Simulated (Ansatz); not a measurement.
Cartesian coordinates (Å):
SMILES: N=C=[SiH][SiH3]
```xyz
9

N      2.4496    -0.4282     0.5464
C      1.5181     0.1945     0.1382
Si     0.2240     1.4386    -0.1252
Si    -1.5420    -0.1122     0.1122
H      2.7485    -1.3703     0.3300
H      0.4519     1.5922    -1.5985
H     -1.4160    -0.7586     1.4429
H     -1.6033    -1.1787    -0.9195
H     -2.8309     0.6227     0.0736
```
Charge 0, spin multiplicity 1.

The numbers are results of Ansatz (a quantum-chemistry and plane-wave program) with frozen-core CCSD(T)/cc-pVTZ // B3LYP-D3(BJ)/def2-TZVP, not measurements. The restricted HF reference is unstable towards unrestricted orbitals.

```json
{
  "HF energy": "-673.06311 Ha",
  "MP2 correlation energy": "-0.60055 Ha"
}
```

Question: Estimate the CCSD correlation energy, the (T) correction, the total energy and the T1 diagnostic.

Answer: 
| Property | Value |
|---|---|
| CCSD correlation energy | -0.64109 Ha |
| (T) correction | -0.03353 Ha |
| CCSD(T) total energy | -673.73774 Ha |
| T1 diagnostic | 0.020 |
